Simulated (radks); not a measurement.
Ionisation ladder of tungsten, from W LXVII to W LXXIV. Each ion is in the ground configuration listed by NIST, and IE = E(next ion) - E(this ion), with E = 0 for the bare nucleus. Method: scalar-relativistic Kohn-Sham, r2SCAN, spin-polarised, spherical densities, finite nucleus; open shells are filled with parallel spins first (spin-orbit coupling, left out, can overturn this in heavy ions); meta-GGA in the generalised Kohn-Sham scheme; Fermi nuclear charge, rms radius 5.3658 fm; computed with a radial shooting solver on a logarithmic mesh with Libxc functionals.

species   configuration  IE, Delta-SCF (eV)  -e(HOMO) (eV)     HOMO  IE, NIST (eV)       kind  error (eV)
W LXVII    [He] 2s2 2p4             16670.5        16523.9  2p down          16252  semi-emp.      +418.5
W LXVIII   [He] 2s2 2p3             17132.8        16972.0    2p up          16588  semi-emp.      +544.8
W LXIX     [He] 2s2 2p2             17461.6        17303.1    2p up          18476  semi-emp.     -1014.4
W LXX      [He] 2s2 2p1             17780.8        17628.0    2p up          18872  semi-emp.     -1091.2
W LXXI         [He] 2s2             19387.1        19280.2       2s          19362  semi-emp.       +25.1
W LXXII        [He] 2s1             19721.3        19612.2    2s up        19686.7     theory       +34.5
W LXXIII           [He]               79473          79008       1s        79181.9     theory      +291.1
W LXXIV             1s1               80893          80423    1s up        80755.9     theory      +136.8

Reference values: NIST Atomic Spectra Database (exp. = measured, semi-emp. = semi-empirical, theory = theoretical value adopted there). The ionisation energy per charge of the ion left behind rises most, in proportion, at W LXXIII ([He]), from 273.91 to 1088.7 eV. Against the entries that are not theoretical the mean signed error is -1.1 % and the largest -5.8 %. Open shells are spherical and high-spin; term and fine-structure splittings are not resolved. Spin-orbit splitting is averaged out at the scalar-relativistic level.
